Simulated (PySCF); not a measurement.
**Zn⁺: ionisation energy**

Zn⁺ [Ar] 3d10 4s1 [4s1/2^1, M_J = 1/2] → Zn²⁺ [Ar] 3d10, as a difference of total energies. All numbers are calculated (PySCF 2.14, the two-component X2C-1e Hamiltonian, in x2c-TZVPall-2c). Correlated levels: [Ne] frozen; the 6 highest virtual spinors dropped. "Screened" scales the spin-orbit matrix elements by Boettger's factors to mimic the two-electron term; Breit and QED terms are absent.

```csv
method,ionisation energy (eV)
GHF (screened spin-orbit),16.878
GMP2 (screened spin-orbit),17.701
```

How much does correlation contribute at GMP2 (screened spin-orbit)?

17.701 − (16.878) = 0.823 eV, measured against GHF (screened spin-orbit).

Errors of the correlated levels include the incompleteness of this basis and the frozen core.

For comparison: 17.964 eV (measured; NIST Atomic Spectra Database, ionization energies).
